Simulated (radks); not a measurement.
Results of a calculation; reference values are marked as such.
Tl3+, 78 electrons, occupied as [Kr] 4d10 4f14 5s2 5p5 5d10 6p1 (not the ground configuration).

Code: a radial shooting solver on a logarithmic mesh with Libxc functionals. Model: scalar-relativistic Kohn-Sham, PBE, spin-polarised, spherical densities, point nucleus; open shells are filled with parallel spins first (spin-orbit coupling, left out, can overturn this in heavy ions).

Energy parts (hartree):
part                       energy
total                 -20240.8400
kinetic                22806.5320
electron-nucleus      -50380.7586
Hartree                 7710.3893
exchange-correlation    -377.0027

Orbitals (lengths in bohr, moments of r in powers of bohr):
orbital  occ.  eigenvalue (hartree)       <r^4>
1s up       1             -3148.631   3.751e-07
1s down     1             -3148.625   3.751e-07
2s up       1             -561.7691  0.00005443
2s down     1             -561.7657  0.00005443
2p up       3             -483.2713  0.00004488
2p down     3             -483.2661  0.00004488
3s up       1             -135.1709    0.001958
3s down     1             -135.1669    0.001958
3p up       3             -112.5834    0.002176
3p down     3             -112.5788    0.002176
3d up       5             -89.21058    0.001671
3d down     5             -89.20607    0.001671
4s up       1             -31.27242     0.04311
4s down     1             -31.26509     0.04309
4p up       3             -23.86962     0.05787
4p down     3             -23.86201     0.05781
4d up       5             -15.20039     0.07850
4d down     5             -15.19152     0.07832
4f up       7              -5.60670      0.1355
4f down     7              -5.59503      0.1346
5s up       1              -6.20086       1.044
5s down     1              -6.16139       1.046
5p up       3              -4.16045       1.850
5p down     2              -4.12159       1.856
5d up       5              -1.85766       6.154
5d down     5              -1.82273       6.144
6p up       1              -0.99819       80.90
6p down     0              -0.95789       79.21

The highest occupied level is 6p up at -27.162 eV. Spin moment in Bohr magnetons: 2. Summed over all electrons, <r^2> = 42.20 bohr^2, which gives a Langevin (diamagnetic) susceptibility term of -33.4 x 10^-6 cm^3/mol. The density falls to 0.001 e/bohr^3 at r = 3.72 bohr.
